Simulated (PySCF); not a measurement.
Structure problem from calculated spectra and properties.

Formula: C4H7F3P2S.

- 1H NMR: chemical shifts (computed TMS as zero) by class: 7.73 (1 H), 2.85 (2 H), 2.27 (1 H), 2.05 (1 H), 1.85 (1 H), 1.59 (1 H) ppm [GIAO B3LYP/pcSseg-1]
- UV, first state: lowest singlet excitation: 5.18 eV (239 nm, f = 0.009) [TDDFT CAM-B3LYP/def2-SVPD]
- Dipole: 4.07 D [CAM-B3LYP/def2-SVPD]
- UV, strongest line: among the 10 lowest singlet transitions: S6 at 6.38 eV (194 nm, f = 0.140) [TDDFT CAM-B3LYP/def2-SVPD]
- 13C NMR: chemical shifts (computed TMS as zero) by class: 169.6 (1 C), 136.8 (1 C), 34.7 (1 C), 9.9 (1 C) ppm [GIAO B3LYP/pcSseg-1]
- Rotational structure: rotational constants A, B, C: 1.369, 0.426, 0.402 GHz [PBE0-D3(BJ)/def2-SVP]

The electronic properties come from PySCF, for the isolated species, density fitting. Levels stand in brackets. One conformer (not necessarily the lowest) at the PBE0-D3(BJ)/def2-SVP geometry, without solvent, vibrations or thermal averaging. NMR classes are plain means over equivalent atoms (diastereotopic ones count apart unless rotation or inversion swaps them), as if these changed places fast.

Question: What is the compound? Reason from the data.

Answer: Numbering: `[F:1][C:2]([F:3])=[C:4]([F:5])[P@@H:6](=[S:7])[CH2:8][CH2:9][PH2:10]`. 4 carbons fall into 4 classes; from least to most shielded: =CF2 carbon [C2] (169.6 ppm), vinylic C–F carbon [C4] (136.8 ppm), sp3 carbon bound to phosphorus [C8] (34.7 ppm), sp3 carbon bound to phosphorus [C9] (9.9 ppm). Hydrogen classes from least to most shielded: 1 H on a phosphorus bonded to 2 C, S and H, P6 (7.73 ppm), 2 H on a phosphine phosphorus, P10 (2.85 ppm), 1 H on an sp3 carbon bound to phosphorus, C9 (2.27 ppm), 1 H on an sp3 carbon bound to phosphorus, C9 (2.05 ppm), 1 H on an sp3 carbon bound to phosphorus, C8 (1.85 ppm), 1 H on an sp3 carbon bound to phosphorus, C8 (1.59 ppm). The optimised geometry has point group C1 and is an asymmetric top. Structure: `FC(=C(F)F)[P@H](CCP)=S`. The assignments are read from this structure; whether some other isomer fits the data as well wasn't checked. The mirror image fits equally.

Conformer computed: `[F:1][C:2]([F:3])=[C:4]([F:5])[P@@H:6](=[S:7])[CH2:8][CH2:9][PH2:10]`: C2–C4–P6–S7 -58°, C4–P6–C8–C9 -178°, P6–C8–C9–P10 -66°, H–P10–C9–C8 -85°, H–P10–C9–C8 180°.
